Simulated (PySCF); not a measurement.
# Static response to an electric field

C₆H₆O₂.
Structure used (GFN2-xTB), in Å, numbered top down from 1:
```xyz
14
C6H6O2 angstrom
C     -2.3114    0.1136    0.0623
C     -1.2470   -0.2372    1.0696
O     -1.4887   -0.6069    2.1976
C      0.1262   -0.0954    0.5851
C      1.3201   -0.3279    1.2307
C      2.3355   -0.0327    0.3018
C      1.6939    0.3564   -0.8394
O      0.3697    0.3220   -0.6815
H     -2.1866    1.1469   -0.2545
H     -3.2952   -0.0221    0.5024
H     -2.2076   -0.5197   -0.8160
H      1.4298   -0.6656    2.2405
H      3.3928   -0.1005    0.4544
H      2.0678    0.6686   -1.7953
```

Level: B3LYP/def2-SVPD (PySCF), static field, nuclei fixed, core orbitals frozen in the response. The polarisability tensor in these axes (au):

```
x   102.36   2.54 -10.00
y     2.54  51.62  -9.99
z   -10.00  -9.99  78.80
```

What are the eigenvalues, a third of the trace, and Δα (Δα² = ½Σ(αi − αj)² over the three pairs)?

Principal values 48.34, 77.77 and 106.67 au; mean 77.59 au = 11.50 Å³ = 12.79 × 10⁻⁴⁰ C²·m²/J; Δα = 50.52 au (65 % of the mean).

What is the dipole moment, and where does it point?

(2.08, 0.85, -2.67) D, 3.49 D in size, pointing from the negative to the positive side. Measured along this direction, the outermost atoms are O3 at the negative end and H14 at the positive end.

How large is μ²/3kT at 500 K beside α?

In Gaussian units μ²/3kT = 58.87 Å³ against 11.50 Å³, a ratio of 5.12; the Debye molar polarisation (4π/3)N_A(α + μ²/3kT) is 177.5 cm³/mol, leaving out the vibrational part.

Along which axes do the principal values lie, and how far do the nuclei extend along each?

Largest value along (0.92, 0.11, -0.37), where the nuclei span 6.18 Å; middle along (0.39, -0.30, 0.87), 4.12 Å; least along (0.01, 0.95, 0.32), 1.76 Å. The response follows the extents in order.

What are the principal values of the traceless quadrupole moment, Θ = ½Σq(3rr − r²1), about the centre of nuclear charge?

-7.68, -1.79, 9.47 D·Å. The values depend on the origin, since the dipole doesn't vanish. The electronic extent ⟨r²⟩ about the same centre is 921 bohr², a root-mean-square distance of 2.11 Å for the 58 electrons.

Molar refractivity from α?

Lorentz–Lorenz: R = (4π/3)N_A α = 2.5225 cm³/(mol·Å³) × 11.50 Å³ = 29.0 cm³/mol, in the limit of long wavelengths.

Isolated species at its GFN2-xTB geometry (one conformer only).
